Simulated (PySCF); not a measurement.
Potential energy surface of H₆OSi₂, singlet: bend at the central O, local threefold symmetry of each SiH3 group. Scanned: Si-O-Si angle. Other coordinates (O-Si length, H-Si-O angle, Si-H length) were minimised at B3LYP/def2-TZVP.

- PBE/def2-TZVP, density fitting (PySCF)
- B3LYP/def2-TZVP, density fitting (PySCF)
- M06-2X/def2-TZVP, density fitting (PySCF)

Energies relative to the lowest point of each profile, in kJ/mol; the last columns give the difference from M06-2X:

| a / ° | PBE | B3LYP | M06-2X | PBE − M06-2X | B3LYP − M06-2X |
|---|---|---|---|---|---|
| 180 | 1.7 | 0.4 | 0.6 | 1.1 | -0.2 |
| 172.50 | 1.5 | 0.3 | 0.5 | 1.0 | -0.2 |
| 165 | 1.1 | 0.1 | 0.3 | 0.8 | -0.1 |
| 157.50 | 0.6 | 0.0 | 0.0 | 0.5 | 0.0 |
| 150 | 0.1 | 0.1 | 0.0 | 0.1 | 0.1 |
| 142.50 | 0.0 | 0.9 | 0.4 | -0.4 | 0.5 |
| 135 | 0.7 | 2.9 | 1.6 | -0.8 | 1.3 |
| 127.50 | 2.8 | 6.6 | 4.3 | -1.5 | 2.3 |
| 120 | 7.2 | 13.4 | 9.9 | -2.7 | 3.4 |
| 112.50 | 15.2 | 24.7 | 20.3 | -5.2 | 4.4 |
| 105 | 28.9 | 43.3 | 38.3 | -9.4 | 5.0 |
| 97.50 | 52.4 | 73.5 | 68.5 | -16.0 | 5.1 |
| 90 | 92.6 | 122.6 | 117.6 | -24.9 | 5.0 |

PBE is furthest from M06-2X at 90 (-24.9 kJ/mol, below); its mean absolute difference over the points is 5.0 kJ/mol.

B3LYP is furthest from M06-2X at 97.50 (5.1 kJ/mol, above); its mean absolute difference over the points is 2.1 kJ/mol.
